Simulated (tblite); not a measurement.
C₄H₈FOP.
Z-matrix (Å and degrees, GFN2-xTB geometry), rows numbered from 1:
```
C 
O   1  1.4052
C   2  1.4011  1  113.32
P   3  1.8955  2  114.51  1   -69.06
C   4  1.6806  3  100.01  2   -61.89
C   5  1.4865  4  132.92  3     0.89
F   5  1.3577  4  114.90  3  -178.76
H   1  1.0880  2  106.73  3   179.46
H   1  1.0977  2  110.96  3    60.07
H   1  1.0962  2  111.11  3   -60.97
H   3  1.0932  2  106.82  1   169.89
H   3  1.0998  2  110.70  1    51.88
H   6  1.0849  5  111.10  4    20.39
H   6  1.0898  5  109.09  4   141.26
H   6  1.0922  5  110.05  4  -100.89
```

Computed values, GFN2-xTB/tblite, gas phase, harmonic and unscaled. Errors from tens to a few hundred cm⁻¹ against measured bands are possible. One conformer, not necessarily the lowest.

Harmonic wavenumbers (cm⁻¹): 48.6, 86.7, 112.3, 134.7, 190.0, 211.4, 284.2, 384.7, 389.3, 398.0, 460.2, 661.0, 737.6, 858.2, 957.7, 971.2, 1002.8, 1095.0, 1128.3, 1130.9, 1156.1, 1238.2, 1269.5, 1314.6, 1387.1, 1403.8, 1429.9, 1452.6, 1461.3, 1463.1, 1480.6, 2868.3, 2895.4, 2924.3, 2951.1, 2973.3, 3016.3, 3031.8, 3074.9.

A = 3638, B = 1335, C = 1169 MHz; mass 122.030 u (most abundant isotopes); point group C1, symmetry number 1.

**Question.** What is the zero-point energy?

**Answer.** ½Σν̃ = 25018 cm⁻¹ = 71.53 kcal/mol.

**Question.** Give the ideal-gas entropy at 500 K and 1 bar in the rigid-rotor, harmonic-oscillator model (classical rotation).

**Answer.** Translation 42.91, rotation 29.97, vibration 41.73: S = 114.6 cal/(mol K).

**Question.** And Cp and H(500 K) − H(0)?

**Answer.** Cp = 45.82 cal/(mol K), of which vibrations give 37.87 (their classical limit is 39 R = 77.5); H(500 K) − H(0) = 14.30 kcal/mol without the zero-point energy, 10.33 from vibrations.

**Question.** How do the functions run with temperature in this model?

**Answer.** 
| T (K) | S (cal/(mol K)) | Cp (cal/(mol K)) | H − H(0) (kcal/mol) | G − H(0) (kcal/mol) | ln q(vib) |
| --- | --- | --- | --- | --- | --- |
| 150 | 76.1 | 22.3 | 2.29 | -9.13 | 2.77 |
| 250 | 89.1 | 29.2 | 4.86 | -17.41 | 5.15 |
| 298.15 | 94.5 | 32.5 | 6.35 | -21.84 | 6.25 |
| 400 | 105.1 | 39.6 | 10.02 | -32.01 | 8.49 |
| 600 | 123.4 | 51.0 | 19.15 | -54.91 | 12.65 |
| 900 | 146.4 | 62.3 | 36.29 | -95.51 | 18.38 |

q(vib) and H(0) count from the zero-point level.

**Question.** What must be added to the electronic energy to get the Gibbs energy at 500 K and 1 bar?

**Answer.** ZPE + [H(500 K) − H(0)] − T·S = 71.53 + 14.30 − 57.30 = 28.53 kcal/mol.

**Question.** Which modes carry the vibrational entropy at 500 K?

**Answer.** 48.6 cm⁻¹: 5.90; 86.7 cm⁻¹: 4.75; 112.3 cm⁻¹: 4.24; 134.7 cm⁻¹: 3.88; 190.0 cm⁻¹: 3.21; 211.4 cm⁻¹: 3.01 cal/(mol K); the other 33 give 16.74 together.

**Question.** Blend soft modes into free rotors: weight 1/[1 + (100 cm⁻¹/ν̃)⁴] for the oscillator and the rest for a rotor with moment μB/(μ + B), μ = h/(8π²ν), B = 10⁻⁴⁴ kg m². What vibrational entropy results?

**Answer.** 38.60 cal/(mol K) in place of 41.73, which changes −T·S at 500 K by +1.57 kcal/mol.

Hindered rotation and anharmonicity are outside this model. Other conformers, if any are populated, would add a mixing term that is left out. The structure is chiral; the term R ln 2 for an equal mix with its mirror image is left out.
